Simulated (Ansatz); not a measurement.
The cluster As₆. Charge 0, multiplicity 3. Geometry PBE-D4/def2-SVP; atoms count from 1.

Cartesian coordinates in Å:
```
As -2.171 0.126 0.035
As -0.583 -0.422 1.789
As 1.372 -1.315 0.331
As -0.476 1.775 0.587
As 0.380 -1.044 -1.869
As 1.478 0.880 -0.873
```

At PBE0-D4/def2-TZVP a singlet of charge 0 lies 1.17 eV below the triplet, each at its own geometry. The structure comes from a short search, and lower isomers may exist.

Problem. Estimate the Mulliken populations from the PBE0/def2-TZVP orbitals of Ansatz.

Solution. 
| atom | charge (e) | spin (α − β) |
| --- | --- | --- |
| As1 | 0.01 | 0.89 |
| As2 | -0.01 | 0.06 |
| As3 | -0.01 | 0.06 |
| As4 | -0.01 | 0.06 |
| As5 | 0.01 | 0.89 |
| As6 | -0.01 | 0.06 |
Mulliken values depend strongly on the basis.

Problem. Where does the spin sit?

Solution. Summed by element: As 2.00, of 2 unpaired in all. Largest on single atoms: As5 0.89, As1 0.89, As2 0.06.

Problem. And the Mayer bond orders between heavy atoms (over 0.3)?

Solution. As1–As2 1.09 (2.43 Å); As1–As4 1.09 (2.43 Å); As2–As3 0.86 (2.60 Å); As2–As4 1.00 (2.51 Å); As3–As5 1.09 (2.43 Å); As3–As6 1.00 (2.51 Å); As4–As6 0.86 (2.60 Å); As5–As6 1.09 (2.43 Å).
